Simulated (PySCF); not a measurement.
# Which determinant of IO lies lowest?

Unrestricted PBE0; PySCF, scalar-relativistic core potentials, basis sets I cc-pVTZ-PP with ECP28, O cc-pVTZ. Outer shells of the fragments: I 4d10 5s2 5p5; O 2s2 2p4.

Followed along the bond (rough minima from three points):

| 2Ms+1 | unpaired | ⟨S²⟩ at the start | R at minimum (Å) | Te (eV) |
| --- | --- | --- | --- | --- |
| 2 | π ↑ | 0.76 | 1.89 | 0.00 |
| 4 | σ ↑, π ↑↑ | 3.77 | none in the scan | ≤ 1.81 |

Solutions found at the starting distance of 1.910 Å, counted from the lowest of them; the search is not exhaustive and high or unbound solutions are not listed, so other states can lie among these:

```csv
2Ms+1,unpaired,term,E (eV),⟨S²⟩,⟨Lz²⟩,μ (D)
2,π ↑,²Π,0.00,0.76,1.01,-2.24
4,"σ ↑, π ↑↑",⁴Σ⁻,2.15,3.77,0.00,-1.29
2,"σ ↓, π ↑↑",mixed,2.71,1.77,0.00,-1.28
2,"σ ↑, π ↑↓",mixed,2.78,1.76,2.02,-1.48
2,σ ↑,mixed,3.61,1.27,2.01,-1.60
4,"σ ↑, π ↑↑",mixed,4.28,3.76,2.02,-1.40
4,"σ ↑↑, π ↑",⁴Π,5.44,3.76,1.01,-0.93
2,π ↑,mixed,6.87,1.31,1.10,-0.43
```

A term symbol is given only where ⟨S²⟩ and ⟨Lz²⟩ are close to those of a pure state; real π, δ and φ orbitals otherwise mix terms. A positive dipole means I(−)O(+).

Spin–orbit coupling is left out. Counting both spins, an empty level lies below a filled one in some of these solutions, because spin and occupation are held.
